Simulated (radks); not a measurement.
Results of a calculation; reference values are marked as such.
Problem. Level of theory: scalar-relativistic Kohn-Sham, LDA (Slater exchange, Perdew-Wang correlation), spin-polarised, spherical densities, finite nucleus; Fermi nuclear charge, rms radius of each element as measured or else 0.836 A^(1/3) + 0.57 fm (a radial shooting solver on a logarithmic mesh with Libxc functionals). Response by self-consistent Sternheimer equations with the Hartree and adiabatic LDA kernel, the relativistic mass of each level held fixed and spin-orbit coupling left out. Rank Sn4+, In3+, Te6+, Pd, Ag+, Sb5+, Xe8+, Cd2+, I7+ (NIST ground configurations) by static dipole polarisability, largest first.

Solution. Pd 30.07, Ag+ 10.74, Cd2+ 5.674, In3+ 3.540, Sn4+ 2.429, Sb5+ 1.773, Te6+ 1.351, I7+ 1.063, Xe8+ 0.8567 bohr^3.
